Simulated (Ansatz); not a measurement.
The cluster PtO2, relaxed as a quintet with UKS PBE-D4/def2-TZVP in Ansatz, starting from the PBE-D4/def2-TZVP geometry of the neutral singlet. Force threshold 0.02 eV/Å.

In the def2 sets Pt takes a core potential; there is no spin–orbit coupling. At PBE-D4/def2-TZVP a singlet of charge 0 lies 2.37 eV below the quintet, each at its own geometry. The structure comes from a short search, and lower isomers may exist.

Start:

| atom | x (Å) | y (Å) | z (Å) |
| --- | --- | --- | --- |
| Pt1 | 0.000 | 0.000 | 0.000 |
| O2 | -1.424 | 0.451 | 0.835 |
| O3 | 1.424 | -0.451 | -0.835 |

| step | energy (eV) | largest force component (eV/Å) | SCF passes |
| --- | --- | --- | --- |
| 1 | -7335.2225 | 7.282 | 614 |
| 2 | -7336.2424 | 0.879 | 172 |
| 3 | -7336.2679 | 0.099 | 270 |
| 4 | -7336.2683 | 0.004 | 224 |
| 5 | -7336.2683 | 0.007 | 178 |
| 6 | -7336.2683 | 0.018 | 107 |
| 7 | -7336.2685 | 0.045 | 141 |
| 8 | -7336.2697 | 0.131 | 129 |
| 9 | -7336.2770 | 0.301 | 122 |
| 10 | -7336.3613 | 0.816 | 97 |
| 11 | -7336.5553 | 0.622 | 48 |
| 12 | -7336.6233 | 1.076 | 43 |
| 13 | -7336.6713 | 0.039 | 40 |
| 14 | -7336.6714 | 0.003 | 36 |

Force components are those of the run's own axes.

End:

```tsv
atom	x (Å)	y (Å)	z (Å)
Pt1	-0.0591	-0.4254	0.1293
O2	-1.3975	0.6650	0.7715
O3	1.4565	-0.2397	-0.9008
```

By distances, no bond broke or formed. The bond that changes most is Pt1–O3, from 1.71 to 1.84 Å (atoms count from 1).

The force fell under the threshold at step 4, but the optimiser went on and released 0.403 eV more. No frequencies were taken in this run, so the end may be a saddle point.

Hardware: 4 threads of Arm Neoverse V1 on a shared host. Wall time 1.7 min.
